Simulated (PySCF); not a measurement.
A PySCF script (with the pyscf-properties extension) for the NMR shieldings of SMILES [CH3][Al@@H-]1[CH2]CC[N+]1(C)C, C6H16AlN, on a PBE0-D3(BJ)/def2-SVP geometry:

```python
import basis_set_exchange as bse
import numpy as np
from pyscf import gto, dft
from pyscf.prop import nmr

atoms = """
C    -1.744092    1.978829    0.707885
Al   -1.328695    0.413083   -0.430461
C    -1.557564   -1.461781    0.245337
C    -0.145413   -2.023593    0.471336
C     0.865083   -1.330970   -0.436300
N     0.753228    0.142548   -0.329845
C     1.260866    0.619977    0.959039
C     1.460442    0.808677   -1.424047
H    -1.557413    1.803211    1.781394
H    -1.188085    2.887667    0.417559
H    -2.814110    2.236644    0.616475
H    -1.523485    0.611325   -2.021626
H    -2.163467   -1.550782    1.161413
H    -2.078792   -2.058439   -0.523286
H     0.162156   -1.895374    1.523277
H    -0.071577   -3.109204    0.282065
H     0.646543   -1.586783   -1.486062
H     1.908002   -1.639096   -0.229556
H     1.148361    1.710196    1.018124
H     0.688863    0.176208    1.783350
H     2.327330    0.356892    1.080366
H     1.054521    0.468128   -2.385347
H     1.309107    1.895076   -1.353892
H     2.544032    0.595757   -1.384576
"""
names = dict.fromkeys(["C", "Al", "N", "H"], "pcSseg-1")
basis = {el: gto.basis.parse(bse.get_basis(n, elements=[el], fmt="nwchem")) for el, n in names.items()}
mol = gto.M(atom=atoms, basis=basis, charge=0, verbose=0)
mf = dft.RKS(mol, xc="HYB_GGA_XC_B97_2")
mf.grids.level = 2
mf.grids.alignment = dft.numint.BLKSIZE   # the property module wants whole blocks of grid points
mf.conv_tol = 1e-9
mf.kernel()

calc = nmr.RKS(mf)   # GIAO
C = mf.mo_coeff
Co = C[:, mf.mo_occ > 0]
resp = mf.gen_response(singlet=True, hermi=2)
def vind(x):   # induced exchange potential for any number of trial vectors
    d = np.einsum("pi,xij,qj->xpq", C, 2 * x.reshape(-1, C.shape[1], Co.shape[1]), Co, optimize=True)
    return np.einsum("xpq,pi,qj->xij", resp(d - d.transpose(0, 2, 1)), C, Co, optimize=True).ravel()
mo1, _ = nmr.rhf.solve_mo1(calc, with_cphf=vind)
sigma = calc.kernel(mo1)
for i, s in enumerate(sigma):   # ppm
    print("%2d %-2s %9.2f" % (i, mol.atom_pure_symbol(i), np.trace(s) / 3))
```

Task: What are the results?

Result: 
```
 0 C     195.48
 1 Al    391.32
 2 C     181.04
 3 C     157.60
 4 C     119.82
 5 N     213.99
 6 C     141.25
 7 C     135.53
 8 H      32.23
 9 H      32.13
10 H      32.03
11 H      27.46
12 H      31.37
13 H      31.22
14 H      29.81
15 H      29.49
16 H      28.93
17 H      29.34
18 H      29.17
19 H      28.71
20 H      29.92
21 H      28.70
22 H      28.86
23 H      29.35
```

These numbers come from an equivalent density-fitted implementation of the same equations, which agrees with the script to about 0.01 ppm for H and up to a few tenths of a ppm for heavy atoms, so last digits may differ.

Task: Turn these shieldings into chemical shifts. Scale: TMS for 13C (σ = 183.69 ppm), 1H (σ = 31.38 ppm); 27Al (σ = 495.78 ppm) vs AlH4-; NH3 for 15N (σ = 262.91 ppm) (reference shieldings calculated alike).

Result: Averaging equivalent atoms: C 4: 63.9; C 7: 48.2; C 6: 42.4; C 3: 26.1; C 2: 2.7; C 0: -11.8; Al 1: 104.5; N 5: 48.9; H 11: 3.92; H 16: 2.45; H 21/22/23: 2.40; H 18/19/20: 2.11; H 17: 2.03; H 15: 1.89; H 14: 1.56; H 13: 0.15; H 12: 0.01; H 8/9/10: -0.76 ppm. Experimental scales use liquid or dissolved standards, which lie at an offset from isolated NH3 (liquid NH3: subtract about 20 ppm).

Size and cost of the density-fitted run: 223 basis functions, 35 s wall time on 1 thread of an Arm Neoverse V2, shared host.
